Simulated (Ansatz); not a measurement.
One change: `O=C[NH][GeH3]` becomes `O=CN[SiH3]`.

Ansatz, PBE0-D4/def2-TZVP geometries, multiplicity 1. Each molecule was computed in one conformer, which needn't be the lowest.

Scalar relativity is left out up to krypton.

```csv
property,`O=C[NH][GeH3]`
HOMO–LUMO gap (PBE/def2-TZVPP) / eV,5.27
HOMO energy (PBE/def2-TZVPP) / eV,-6.06
size of the dipole moment (ωB97M-V/def2-TZVPP) / D,3.47
HOMO–LUMO gap (PBE0/def2-TZVPP) / eV,7.98
LUMO energy (ωB97M-V/def2-TZVPP) / eV,2.04
size of the dipole moment (B3LYP/def2-TZVPP) / D,3.45
```

(1) Give the same properties after the change, and the shifts. (Estimate.)

Results:

(1) Ansatz gave: 
```
                                          property  `O=CN[SiH3]`  shift
               HOMO–LUMO gap (PBE/def2-TZVPP) / eV          5.16  -0.11
                 HOMO energy (PBE/def2-TZVPP) / eV         -6.26  -0.20
size of the dipole moment (ωB97M-V/def2-TZVPP) / D          3.44  -0.03
              HOMO–LUMO gap (PBE0/def2-TZVPP) / eV          7.88  -0.10
             LUMO energy (ωB97M-V/def2-TZVPP) / eV          1.85  -0.19
  size of the dipole moment (B3LYP/def2-TZVPP) / D          3.43  -0.02
```

With PBE0 the HOMO falls by 0.21 eV and the LUMO falls by 0.30 eV, so the gap narrows by about 0.09 eV. PBE moves the HOMO by -0.20 eV and ωB97M-V by -0.22 eV. Dipoles are sizes alone; their direction can turn.

B3LYP here is the variant with VWN-RPA as its local correlation; programs differ in this.
